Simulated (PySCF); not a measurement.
digermane (H6Ge2), singlet, at a GFN2-xTB geometry; TPSS/6-31G run with PySCF.

The PySCF input:
```python
from pyscf import gto, scf, dft

mol = gto.M(
    atom='''
Ge   -1.17547558    0.12031447   -0.01616232
Ge    1.17547558   -0.12031447    0.01616232
H    -1.83910444   -0.70892524   -1.07255537
H    -1.62122062    1.52722241   -0.27292961
H    -1.82715328   -0.27710333    1.27278427
H     1.62480881   -1.45976226    0.51414555
H     1.85937790    0.88294663    0.89351790
H     1.80329164    0.03562178   -1.33496274
''',
    basis='6-31g',
    verbose=4,
)

mf = dft.RKS(mol)
mf.xc = 'tpss'
mf.grids.radi_method = dft.radi.delley
mf.kernel()
```

Output, abridged:

```
PySCF version 2.14.0

[INPUT] verbose = 4
[INPUT] num. atoms = 8
[INPUT] num. electrons = 70
[INPUT] charge = 0
[INPUT] spin (= nelec alpha-beta = 2S) = 0
[INPUT] symmetry False subgroup None
[INPUT] Mole.unit = angstrom
[INPUT] Symbol           X                Y                Z      unit          X                Y                Z       unit  Magmom
[INPUT]  1 Ge    -1.175475580000   0.120314470000  -0.016162320000 AA   -2.221326912314   0.227361397122  -0.030542358338 Bohr   0.0
[INPUT]  2 Ge     1.175475580000  -0.120314470000   0.016162320000 AA    2.221326912314  -0.227361397122   0.030542358338 Bohr   0.0
[INPUT]  3 H     -1.839104440000  -0.708925240000  -1.072555370000 AA   -3.475403706072  -1.339674546392  -2.026835902732 Bohr   0.0
[INPUT]  4 H     -1.621220620000   1.527222410000  -0.272929610000 AA   -3.063662959298   2.886032086198  -0.515762214184 Bohr   0.0
[INPUT]  5 H     -1.827153280000  -0.277103330000   1.272784270000 AA   -3.452819286801  -0.523649401905   2.405213685954 Bohr   0.0
[INPUT]  6 H      1.624808810000  -1.459762260000   0.514145550000 AA    3.070443655680  -2.758550878376   0.971594277664 Bohr   0.0
[INPUT]  7 H      1.859377900000   0.882946630000   0.893517900000 AA    3.513714993069   1.668527313308   1.688504118397 Bohr   0.0
[INPUT]  8 H      1.803291640000   0.035621780000  -1.334962740000 AA    3.407727322318   0.067315408270  -2.522713965099 Bohr   0.0

nuclear repulsion = 330.797161763801
number of shells = 34
number of NR pGTOs = 204
number of NR cGTOs = 66
basis = 6-31g
ecp = {}

******** <class 'pyscf.dft.rks.RKS'> ********
method = RKS
initial guess = minao
damping factor = 0
level_shift factor = 0
DIIS = <class 'pyscf.scf.diis.CDIIS'>
diis_start_cycle = 1
diis_space = 8
diis_damp = 0
SCF conv_tol = 1e-09
SCF conv_tol_grad = None
SCF max_cycles = 50
direct_scf = True
direct_scf_tol = 1e-13
XC library pyscf.dft.libxc version 7.1.2
    S. Lehtola, C. Steigemann, M. J. T. Oliveira, and M. A. L. Marques,  SoftwareX 7, 1–5 (2018)
XC functionals = tpss
    J. Tao, J. P. Perdew, V. N. Staroverov, and G. E. Scuseria,  Phys. Rev. Lett. 91, 146401 (2003)
    J. P. Perdew, J. Tao, V. N. Staroverov, and G. E. Scuseria,  J. Chem. Phys. 120, 6898 (2004)
    J. Tao, J. P. Perdew, V. N. Staroverov, and G. E. Scuseria,  Phys. Rev. Lett. 91, 146401 (2003)
    J. P. Perdew, J. Tao, V. N. Staroverov, and G. E. Scuseria,  J. Chem. Phys. 120, 6898 (2004)
radial grids: B. Delley radial grids. Ref. JCP 104, 9848 (1996); DOI:10.1063/1.471749. log2 algorithm
becke partition: Becke, JCP 88, 2547 (1988); DOI:10.1063/1.454033
pruning grids: <function nwchem_prune>
grids dens level: 3
symmetrized grids: False
atomic radii adjust function: <function treutler_atomic_radii_adjust>
small_rho_cutoff = 0
Set gradient conv threshold to 3.16228e-05
Initial guess from minao.
tot grids = 106872
init E= -4155.55325653373
  HOMO = -0.316553192929971  LUMO = -0.0380517716674706  gap/eV = 7.57841
cycle= 1 E= -4156.80773459428  delta_E= -1.25  |g|= 0.114  |ddm|= 2.51
  HOMO = -0.280724791697859  LUMO = -0.00376734439025794  gap/eV = 7.53640
cycle= 2 E= -4156.81025504684  delta_E= -0.00252  |g|= 0.0839  |ddm|= 0.169
  HOMO = -0.277276090385842  LUMO = -0.00200638605104464  gap/eV = 7.49047
cycle= 3 E= -4156.81135594064  delta_E= -0.0011  |g|= 0.0231  |ddm|= 0.0946
  HOMO = -0.280950380591542  LUMO = -0.00461282121927598  gap/eV = 7.51953
cycle= 4 E= -4156.81142856827  delta_E= -7.26e-05  |g|= 0.00182  |ddm|= 0.0236
  HOMO = -0.281274628067016  LUMO = -0.00475121048036264  gap/eV = 7.52459
cycle= 5 E= -4156.81142980569  delta_E= -1.24e-06  |g|= 0.000538  |ddm|= 0.00415
  HOMO = -0.281091669638978  LUMO = -0.00462187065469077  gap/eV = 7.52313
cycle= 6 E= -4156.81142995283  delta_E= -1.47e-07  |g|= 3.81e-05  |ddm|= 0.00128
  HOMO = -0.28109333262126  LUMO = -0.00462370561105363  gap/eV = 7.52312
cycle= 7 E= -4156.81142995342  delta_E= -5.89e-10  |g|= 6.42e-07  |ddm|= 8.02e-05
  HOMO = -0.281093072030705  LUMO = -0.00462348705084681  gap/eV = 7.52312
Extra cycle  E= -4156.81142995343  delta_E= -9.09e-12  |g|= 2.69e-07  |ddm|= 2.08e-06
converged SCF energy = -4156.81142995343
```
